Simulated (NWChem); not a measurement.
System meant: SnH$_{4}$S; SMILES [SH][SnH3]

The following NWChem deck was run.

```
start job
memory heap 200 mb stack 900 mb global 1100 mb
geometry units angstroms noautoz
  Sn    -0.000706     0.581743    -0.000467
  S      0.076350    -1.864321    -0.001466
  H     -0.825450     1.147617    -1.411017
  H      1.655930     1.054385    -0.016067
  H     -0.798482     1.148510     1.425184
  H     -1.280841    -1.987067     0.002761
end
basis spherical
  Sn library def2-svp
  S library def2-svp
  H library def2-svp
end
dft
  xc xpbe96 cpbe96
  iterations 150
  mulliken
end
task dft energy
```

End of the output:

```
             Grid Information
             ----------------
          Grid used for XC integration:  medium
          Radial quadrature: Mura-Knowles
          Angular quadrature: Lebedev.
          Tag              B.-S. Rad. Rad. Pts. Rad. Cut. Ang. Pts.
          ---              ---------- --------- --------- ---------
          Sn                  1.45      123           9.0       590
          S                   1.00       88          10.0       590
          H                   0.35       45          11.0       434
          Grid pruning is: on
          Number of quadrature shells:   391
          Spatial weights used:  Erf1

          Convergence Information
          -----------------------
          Convergence aids based upon iterative change in
          total energy or number of iterations.
          Levelshifting, if invoked, occurs when the
          HOMO/LUMO gap drops below (HL_TOL):  1.00D-02
          DIIS, if invoked, will attempt to extrapolate
          using up to (NFOCK): 10 stored Fock matrices.

                    Damping( 0%)  Levelshifting(0.5)       DIIS
                  --------------- ------------------- ---------------
          dE  on:    start            ASAP                start
          dE off:    2 iters        150 iters           150 iters

      Screening Tolerance Information
      -------------------------------
          Density screening/tol_rho:  1.00D-10
          AO Gaussian exp screening on grid/accAOfunc:  14
          CD Gaussian exp screening on grid/accCDfunc:  20
          XC Gaussian exp screening on grid/accXCfunc:  20
          Schwarz screening/accCoul:  1.00D-08

      Superposition of Atomic Density Guess
      -------------------------------------

      charge =      50.0 Sn (Tin)

      symmetry species            s     p     d     f
      number of basis functions =10     7     6
      number of cont. functions = 4     4     2
      number of closed shells   = 5     3     2
      number of open shells     = 0     1     0
      open shell occupation     = 0     2     0
 ------------------------------------------------------------------------
 atomscf:atomd: error in atom scf                   0
 ------------------------------------------------------------------------
 ------------------------------------------------------------------------
  current input line :
    21: task dft energy
 ------------------------------------------------------------------------
 ------------------------------------------------------------------------
 This error has not yet been assigned to a category
 ------------------------------------------------------------------------
 For more information see the NWChem manual at https://nwchemgit.github.io

0:atomscf:atomd: error in atom scf:Received an Error in Communication
```

### Question
What is wrong, and how is it mended?

### Answer
The run crashed. Cause: the def2 basis of a heavy element holds valence functions alone and wants its effective core potential (without it all electrons must fit into that basis). This input runs:
```
start job
memory heap 200 mb stack 900 mb global 1100 mb
geometry units angstroms noautoz
  Sn    -0.000706     0.581743    -0.000467
  S      0.076350    -1.864321    -0.001466
  H     -0.825450     1.147617    -1.411017
  H      1.655930     1.054385    -0.016067
  H     -0.798482     1.148510     1.425184
  H     -1.280841    -1.987067     0.002761
end
basis spherical
  Sn library def2-svp
  S library def2-svp
  H library def2-svp
end
ecp
  Sn library def2-ecp
end
dft
  xc xpbe96 cpbe96
  iterations 150
  mulliken
end
task dft energy
```
It converges to -614.57094 Ha (PBE/def2-SVP with def2 effective core potentials on Sn).
